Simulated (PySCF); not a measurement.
CH₃BeI, SMILES [CH3][Be][I]. Coordinates come from a PBE0-D3(BJ)/def2-TZVP optimisation. The def2 effective core potentials stand for the cores of I; spin–orbit coupling is left out.

Method: PBE0-D3(BJ)/def2-TZVP run with PySCF.

Harmonic wavenumbers (cm⁻¹): 191, 191, 354, 669, 669, 1033, 1236, 1435, 1435, 3034, 3112, 3112. Rotational constants (GHz): 161.4, 2.141, 2.141; symmetry number 3.

Q: Work out the zero-point energy and the ideal-gas rigid-rotor harmonic-oscillator thermochemistry at 298.15 K and 1 atm.

A: ZPE = ½ Σ hcν = ½ × 16471 cm⁻¹ = 23.55 kcal/mol. H − E(el) = 27.06 kcal/mol. Entropy in cal/(mol K): translation 40.95, rotation 21.41, vibration 6.43, total 68.78. G − E(el) = 6.55 kcal/mol. Cp = 15.71 cal/(mol K).
